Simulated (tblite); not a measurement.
C₃H₉FOSi₂.
Numbering: `[OH:1][SiH2:2][CH2:3]/[CH:4]=[C:5](/[F:6])[SiH3:7]` (hydrogens: H8 on O1; H9, H10 on Si2; H11, H12 on C3; H13 on C4; H14, H15, H16 on Si7)

Computed with GFN2-xTB (tblite), gas phase: L-BFGS steps from a force-field or distance-geometry start until the largest atomic force falls under 0.01 eV/Å.

Step 49: E = -633.7403 eV
```
atom  x, y, z in Å  |  force x, y, z in eV/Å
O1     -2.1452   -1.0825   -0.5784   -0.005   0.006  -0.037
Si2    -2.2345    0.1210    0.5048    0.040  -0.043   0.017
C3     -0.4699    0.6477    1.0427    0.013  -0.001   0.002
C4      0.2920    1.1483   -0.1246   -0.053   0.013   0.023
C5      1.3117    0.5104   -0.6905   -0.048   0.045   0.027
F6      1.8427    1.0801   -1.8226    0.016  -0.009   0.005
Si7     2.1906   -1.0761   -0.1585   -0.008   0.014   0.005
H8     -1.5803   -1.0367   -1.3459   -0.004  -0.006   0.007
H9     -2.9193    1.2901   -0.0485   -0.012   0.016  -0.020
H10    -2.9563   -0.5039    1.6018    0.002   0.000   0.011
H11    -0.5423    1.4279    1.8010    0.012  -0.012  -0.039
H12     0.0416   -0.2081    1.4837    0.006   0.035   0.020
H13    -0.0616    2.0775   -0.5594    0.038  -0.014  -0.001
H14     3.4649   -1.1209   -0.8670    0.018   0.000  -0.024
H15     2.4017   -1.0393    1.2894    0.014  -0.004   0.017
H16     1.3569   -2.2269   -0.5127   -0.030  -0.040  -0.012
```

Step 50: E = -633.7409 eV
```
atom  x, y, z in Å  |  force x, y, z in eV/Å
O1     -2.1322   -1.0820   -0.5804   -0.006   0.010  -0.041
Si2    -2.2344    0.1196    0.5040    0.056  -0.042   0.020
C3     -0.4716    0.6521    1.0452    0.017   0.003   0.008
C4      0.2924    1.1516   -0.1214   -0.067  -0.006   0.006
C5      1.3103    0.5108   -0.6876   -0.054   0.033   0.022
F6      1.8393    1.0763   -1.8230    0.017  -0.004   0.013
Si7     2.1861   -1.0801   -0.1605   -0.005   0.021   0.011
H8     -1.5588   -1.0313   -1.3415   -0.008  -0.010   0.009
H9     -2.9237    1.2856   -0.0498   -0.010   0.017  -0.022
H10    -2.9588   -0.5089    1.5974    0.009   0.000   0.009
H11    -0.5459    1.4344    1.8009    0.004  -0.009  -0.032
H12     0.0408   -0.2012    1.4901    0.005   0.033   0.016
H13    -0.0631    2.0790   -0.5588    0.049  -0.014   0.003
H14     3.4577   -1.1234   -0.8759    0.000  -0.008  -0.019
H15     2.4090   -1.0446    1.2864    0.005  -0.004   0.005
H16     1.3453   -2.2289   -0.5097   -0.012  -0.019  -0.008
```

Question: Estimate the geometry and energy of step 51. (The exact step hangs on the optimiser's Hessian estimate; all steps are aligned on step 50, rigid shifts and turns removed.)

Answer: E = -633.7414 eV, largest force 0.063 eV/Å
```
atom  x, y, z in Å  |  force x, y, z in eV/Å
O1     -2.1222   -1.0814   -0.5829   -0.009   0.011  -0.036
Si2    -2.2332    0.1176    0.5036    0.044  -0.025   0.013
C3     -0.4726    0.6557    1.0473    0.009   0.003   0.012
C4      0.2917    1.1545   -0.1189   -0.057  -0.023  -0.013
C5      1.3082    0.5116   -0.6851   -0.039   0.005   0.013
F6      1.8372    1.0727   -1.8231    0.009   0.003   0.024
Si7     2.1820   -1.0830   -0.1621   -0.004   0.018   0.011
H8     -1.5414   -1.0274   -1.3379   -0.007  -0.013   0.004
H9     -2.9270    1.2821   -0.0510    0.002   0.002  -0.015
H10    -2.9606   -0.5132    1.5938    0.016   0.000   0.007
H11    -0.5492    1.4395    1.8002   -0.003   0.005  -0.015
H12     0.0406   -0.1949    1.4959    0.011   0.024   0.013
H13    -0.0634    2.0806   -0.5583    0.045  -0.002   0.004
H14     3.4516   -1.1248   -0.8835   -0.023  -0.014  -0.012
H15     2.4153   -1.0496    1.2841   -0.004  -0.004  -0.009
H16     1.3352   -2.2310   -0.5071    0.010   0.009  -0.002
```

The energy changes by -0.0005 eV. The first-order estimate −F·Δx gives -0.0007 eV and the mean of the old and new forces, exact on a quadratic surface, -0.0005 eV. The step makes an angle of 82° with the force vector and moves no atom by more than 0.018 Å.

The cost below is that of the whole relaxation. The run took 1.2 s wall on one thread, Arm Neoverse N1 (aarch64) (shared host).
